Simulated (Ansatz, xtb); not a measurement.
# A geometry optimisation of BrF2H3Si2 with r2SCAN-D4/def2-SVP

The starting geometry of this gas-phase singlet has its atoms placed at random.

```xyz
8

Br   -0.2100    0.7257    0.1701
F    -0.3250   -1.6590   -0.9163
F     0.6508   -0.1613   -1.4668
Si   -1.0863   -1.4829    1.0711
Si    2.2930   -0.6265    0.3667
H     0.8136    0.5218   -2.0660
H     0.0969   -2.1424   -0.3416
H    -1.3250    0.4567   -0.7542
```

Task: Guess where an optimisation with r2SCAN-D4/def2-SVP ends from this start.

Result: It loosens into BrHSi2 + FH + FH, which stay close as a complex. Distances that change by over a tenth: Br1–F3 (2.05 → 3.41 Å). Contacts that open: Br1–H8 (1.47 → 3.13 Å), F2–H7 (0.86 → 2.39 Å). Contacts that close: Br1–Si5 (2.85 → 2.50 Å), F2–H8 (2.35 → 0.94 Å), Si4–Si5 (3.56 → 2.31 Å), Si5–H7 (2.76 → 1.65 Å).

The energy falls by 10.48 eV over 47 steps:

```tsv
step	E − E(last) (eV)
1	10.476
6	3.195
11	2.551
16	2.360
21	2.319
27	0.856
32	0.038
37	0.003
42	0.001
47	0.000
```

Final geometry (Å):

```xyz
8

Br   -0.4661    0.8888    0.8905
F    -1.4230   -1.3855   -1.2641
F     0.4340    0.1247   -2.3100
Si   -0.2383   -1.4842    1.4616
Si    1.6693   -0.4107    0.7385
H     1.1194    0.1264   -1.6620
H     0.6550   -1.4299   -0.0763
H    -0.8424   -0.7973   -1.7153
```

From the same start GFN2-xTB ends elsewhere, in pieces: FHSi2 + BrH + FH.

From so rough a start the end depends on the optimiser's path, so another program may land elsewhere. No frequencies were run, so the end isn't proven a minimum. Run with Ansatz 0.2.0, 2.3 min on 2 threads of Intel(R) Xeon(R) Platinum 8259CL CPU @ 2.50GHz (Skylake/Cascade Lake), with other jobs on the host.
